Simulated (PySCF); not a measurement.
Ti(F)4 anion (F4Ti), SMILES [F][Ti]([F])([F])[F] (connectivity only; charge and spin as stated), charge -1, multiplicity 2. Atoms are numbered in the order given.

```xyz
5

Ti     0.0000     0.0000     0.0000
F      1.1566     1.1566     0.8806
F     -1.1566    -1.1566     0.8806
F      1.1566    -1.1566    -0.8806
F     -1.1566     1.1566    -0.8806
```
Charge -1, spin multiplicity 2.

The structure is a stationary point at PBE0-D3(BJ)/def2-SVPD. The multiplicity is an assumed one; other spin states were not compared. The isomer is the one that the SMILES or the coordinates give; other isomers of the formula were not compared.

These are PySCF 2.14.0 with PBE0-D3(BJ)/def2-SVPD values and carry that method's errors.

Frequencies are harmonic and unscaled.

Modes within 1.5 cm⁻¹ of each other (mostly degenerate sets) share a row, with their intensities summed.

Estimate the vibrational spectrum. (Estimate from the structure and the level; the computed values follow.)


```csv
mode,ν (cm⁻¹),IR (km/mol),moving atoms (share of kinetic energy)
1,120,0.0,F 100 %
2,155,0.0,F 100 %
3,177,35.8,"F 67 %, Ti 33 %"
4–5,187,43.7,"F 80 %, Ti 20 %"
6,563,199.8,"F 72 %, Ti 28 %"
7,581,0.0,F 100 %
8–9,636,575.7,"F 59 %, Ti 41 %"
```
